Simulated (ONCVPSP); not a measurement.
## chlorine (Cl): one change to an ONCV potential, before and after

ONCVPSP 4.0.1 input, shortened (lines: element, Z, core and valence counts, functional; n l f; lmax; l rc ep ncon nbas qcut; lloc lpopt rc5 dvloc0; l nproj debl; icmod fcfact rcfact), PBE, non-relativistic:

```
  Cl 17.00    3    2        4      upf
    1    0    2.00
    2    0    2.00
    2    1    6.00
    3    0    2.00
    3    1    5.00
    1
    0    1.35    0.00    3    7    4.70
    1    1.15    0.00    5    8    8.50
    4    3    0.75    0.00
    0    3    2.80
    1    2    1.00
    0    0.00    0.00
```

Change: p: debl 3.

Cutoffs: the cutoffs (Ha) at which the residual kinetic energy of the hardest occupied pseudo-wave falls to 1 and 0.1 mHa per electron; they do not see the model core or the augmentation charge, which bear on the density cutoff. Errors are all-electron minus pseudo energies relative to the spin-unpolarised reference configuration.

Q: What does the change do?

A: The potential gets neither clearly harder nor softer (69 Ha and 139 Ha → 69 Ha and 139 Ha); both files keep a bound ghost (p); the errors of the 4 common tests hardly move.

```csv
quantity,base,changed
"cutoff, loose",69 Ha,69 Ha
"cutoff, tight",139 Ha,139 Ha
bound ghosts,p,p
GHOST(+) flags under 300 eV,s at 287.0 eV,s at 287.0 eV
"error for 3s2 3p4, meV [ΔE 13.89 eV]",+0.7,+0.6
"error for 3s2 3p3, meV [ΔE 39.35 eV]",+8.2,+7.6
"error for 3s2 3p2, meV [ΔE 77.66 eV]",+39,+38
"error for 3s1 3p6, meV [ΔE 11.97 eV]",+1.0,+1.1
s: phases at 1.37 bohr within 0.05 rad from the reference energy up to (Ha; the scan ends near 5),to the end of the scan,to the end of the scan
p: phases at 1.17 bohr within 0.05 rad from the reference energy up to (Ha; the scan ends near 5),to the end of the scan,to the end of the scan
```

 A true bound ghost makes a file unfit for plane-wave use even where its test errors are small: the radial tests pick states by their node count and pass the ghost by.
